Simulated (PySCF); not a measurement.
Run record for 1,2-benzenedithiol, `Sc1ccccc1S`: mPW1PW91/def2-SVPD, start guess huckel, full TDDFT, 6 singlets.

Method: TDDFT mPW1PW91/def2-SVPD, vertical, gas phase, core orbitals frozen in the response (PySCF 2.14.0, density-fitted response routines). Geometry: GFN2-xTB. The command runs a driver script over a list of jobs; the input below is this job's line of settings and its coordinates in Å.

Command:
```bash
OMP_NUM_THREADS=1 python probes_run.py task.json out
```

Input:
```
{"job": {"kind": "uv", "xc": "mPW1PW91", "basis": "def2-SVPD", "nstates": 6, "ntriplets": 2, "tda": false, "scf": {"guess": "huckel"}}, "charge": 0, "multiplicity": 1}
S      2.528964    -0.805329     0.335221
C      0.828223    -0.339801     0.126905
C     -0.181281    -1.258397     0.383674
C     -1.509240    -0.913433     0.218493
C     -1.844892     0.360138    -0.210653
C     -0.848390     1.281446    -0.464249
C      0.490658     0.946774    -0.296665
S      1.679102     2.207285    -0.647087
H      2.275050    -2.039515     0.759472
H      0.077848    -2.253859     0.715725
H     -2.277426    -1.642570     0.424507
H     -2.879408     0.636280    -0.343393
H     -1.090651     2.278849    -0.798055
H      2.750765     1.541657    -0.226060
```

Problem. What does the run print?

Solution. 
```
final grid: 122976 points
cycle   1  E = -1022.2585133469  dE =  3.067e+00  |g| = 4.314e+00  |ddm| = 3.005e+01
cycle   2  E = -950.7580910484  dE =  7.150e+01  |g| = 9.247e+00  |ddm| = 1.662e+02
cycle   3  E = -1025.2185498353  dE = -7.446e+01  |g| = 2.652e+00  |ddm| = 1.652e+02
cycle   4  E = -1021.5288863261  dE =  3.690e+00  |g| = 4.181e+00  |ddm| = 2.504e+01
cycle   5  E = -1028.1401798562  dE = -6.611e+00  |g| = 5.177e-01  |ddm| = 1.530e+01
cycle   6  E = -1028.1274837861  dE =  1.270e-02  |g| = 5.673e-01  |ddm| = 5.023e+00
cycle   7  E = -1028.2143023789  dE = -8.682e-02  |g| = 1.179e-01  |ddm| = 2.559e+00
cycle   8  E = -1028.2176745714  dE = -3.372e-03  |g| = 4.714e-02  |ddm| = 5.816e-01
cycle   9  E = -1028.2182614560  dE = -5.869e-04  |g| = 1.779e-02  |ddm| = 2.488e-01
cycle  10  E = -1028.2183524637  dE = -9.101e-05  |g| = 6.864e-03  |ddm| = 7.032e-02
cycle  11  E = -1028.2183664556  dE = -1.399e-05  |g| = 1.536e-03  |ddm| = 3.150e-02
cycle  12  E = -1028.2183671040  dE = -6.484e-07  |g| = 3.809e-04  |ddm| = 8.179e-03
cycle  13  E = -1028.2183671436  dE = -3.961e-08  |g| = 1.277e-04  |ddm| = 3.081e-03
cycle  14  E = -1028.2183671479  dE = -4.294e-09  |g| = 4.261e-05  |ddm| = 5.842e-04
cycle  15  E = -1028.2183671484  dE = -4.543e-10  |g| = 8.069e-06  |ddm| = 2.048e-04
converged SCF energy = -1028.2183671484

Static polarisability (au): isotropic 110.863, principal 68.498 124.053 140.040

Singlet excitations
state   eV       nm        f      main configurations
  1   4.6611    266.0   0.02101   H->L 0.61, H->L+2 0.25, H-1->L+1 0.12
  2   4.6717    265.4   0.00777   H->L+2 0.70, H->L 0.21
  3   5.1748    239.6   0.10762   H->L+1 0.79, H-1->L 0.17
  4   5.2620    235.6   0.00211   H-1->L+2 0.87
  5   5.5130    224.9   0.01906   H->L+3 0.93
  6   5.6299    220.2   0.08406   H-1->L 0.77, H->L+1 0.15

Triplet excitations (Tamm-Dancoff, eV): 3.7064 4.0438
```

H and L stand for HOMO and LUMO; the number after each pair is its weight.

Problem. Give the mean polarisability as a volume in Å³, and the ratio of the largest to the smallest principal value.

Solution. 110.863 au × 0.148185 = 16.43 Å³; 140.040/68.498 = 2.04.

Problem. Give S1 in cm⁻¹ and kJ/mol.

Solution. 4.6611 eV × 8065.54 = 37594 cm⁻¹; × 96.485 = 449.7 kJ/mol.

In short: SCF converged in 15 cycles with 222 basis and 868 fitting functions; HOMO -6.39 eV, LUMO -0.65 eV; lowest singlet 4.66 eV; lowest triplet 3.71 eV (Tamm–Dancoff); mean polarisability 110.9 au.

On one thread, Intel Xeon at 2.70 GHz (x86_64), shared host with 64 logical CPUs at a one-minute load of 74, this took 63 s wall and 0.87 GiB of memory at its peak.

Shape of the structure used: `[SH:1][c:2]1[cH:3][cH:4][cH:5][cH:6][c:7]1[SH:8]`: H–S1–C2–C3 -2°, H–S8–C7–C6 173°.

One conformer stands for the species.
